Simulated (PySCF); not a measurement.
## The third ionisation energy along the 4d series

All values are computed (PySCF 2.14, energy differences of UHF-based or UKS calculations, no spin-orbit coupling). Values in eV. The last column holds reference values (NIST; (s) semi-empirical, (t) theoretical, else measured). Unmarked ones compare directly (S terms, centres of terms, or small fine structure); those marked * lie between the lowest fine-structure levels and include a spin-orbit shift.

```json
{"element": "Mo (x2c-SVPall, spin-free X2C)", "configurations": "[Kr] 4d4 → [Kr] 4d3", "UHF": "26.092", "MP2 (valence)": "26.516", "SCS-MP2 (valence)": "26.233", "reference": "27.13 ± 0.12 (s) *"}
{"element": "Tc (x2c-SVPall, spin-free X2C)", "configurations": "[Kr] 4d5 → [Kr] 4d4", "UHF": "28.810", "MP2 (valence)": "29.335", "SCS-MP2 (valence)": "28.985", "reference": "29.55 (s) *"}
{"element": "Rh (x2c-SVPall, spin-free X2C)", "configurations": "[Kr] 4d7 → [Kr] 4d6", "UHF": "29.353", "MP2 (valence)": "30.338", "SCS-MP2 (valence)": "30.452", "reference": "31.06 (s) *"}
{"element": "Pd (x2c-SVPall, spin-free X2C)", "configurations": "[Kr] 4d8 → [Kr] 4d7", "UHF": "31.168", "MP2 (valence)": "32.365", "SCS-MP2 (valence)": "32.371", "reference": "32.93 (s) *"}
{"element": "Ag (x2c-SVPall, spin-free X2C)", "configurations": "[Kr] 4d9 → [Kr] 4d8", "UHF": "33.012", "MP2 (valence)": "34.415", "SCS-MP2 (valence)": "34.306", "reference": "34.8 ± 0.3 (s) *"}
```

"Valence" correlates the outer s and p shells and, in groups 3 to 12 and the f block, the outer d or f shell, open or full, or the next shell where the ion has no valence electron left; the wider scheme adds the next inner shell.
